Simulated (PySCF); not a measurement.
BH2Br, SMILES BBr.

The structure is a stationary point at B3LYP-D3(BJ)/def2-TZVP.

All values below come from PBE0/def2-TZVPD (PySCF).

Isolated molecule, no solvent.

Computed frontier levels, gap, dipole moment and polarisability:
```json
{
  "highest_occupied_level": "-8.24 eV",
  "lowest_empty_level": "-2.05 eV",
  "orbital_gap": "6.20 eV",
  "dipole_moment": "0.62 D",
  "quadrupole, principal values (traceless, Buckingham form, about the centre of nuclear charge)": "-1.86, 0.47, 1.39 D·Å",
  "mean_static_polarisability": "37.3 bohr³ (5.53 Å³)",
  "polarisability_principal_values": "30.3, 33.7, 48.0 bohr³"
}
```
